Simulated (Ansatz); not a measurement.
SnCl₂⁻. Charge -1, multiplicity 2. Geometry r2SCAN-D4/def2-TZVP, that of the neutral singlet; atoms count from 1.

```xyz
3

Sn    0.143    0.550   -0.862
Cl   -1.250    0.941    1.012
Cl    1.107   -1.492   -0.150
```

In the def2 sets Sn takes a core potential; there is no spin–orbit coupling. The highest occupied level of the charge -1 doublet lies above zero (up to 0.39 eV). By energy differences its removal costs 1.42 eV (vertical, to the charge 0 singlet, at PBE0-D4/def2-TZVPD); a positive level beside a positive removal energy at the same level points to self-interaction error. The structure comes from a short search, and lower isomers may exist.

(1) Estimate the Mulliken populations from the PBE0/def2-TZVPD orbitals of Ansatz.

(2) Where does the spin sit?

(3) And the Mayer bond orders between bonded heavy atoms (over 0.3)?

Results:

(1) 
```json
{"atom": "Sn1", "charge (e)": "0.09", "spin (α − β)": "0.99"}
{"atom": "Cl2", "charge (e)": "-0.55", "spin (α − β)": "0.00"}
{"atom": "Cl3", "charge (e)": "-0.55", "spin (α − β)": "0.00"}
```
Mulliken values and Mayer orders depend strongly on the basis. With diffuse functions, as here, like atoms can get unlike values, and bond orders can come out too low or too high.

(2) Summed by element: Sn 0.99, Cl 0.01, of 1 unpaired in all. Largest on single atoms: Sn1 0.99, Cl2 0.00, Cl3 0.00.

(3) Sn1–Cl2 0.71 (2.37 Å); Sn1–Cl3 0.71 (2.37 Å).
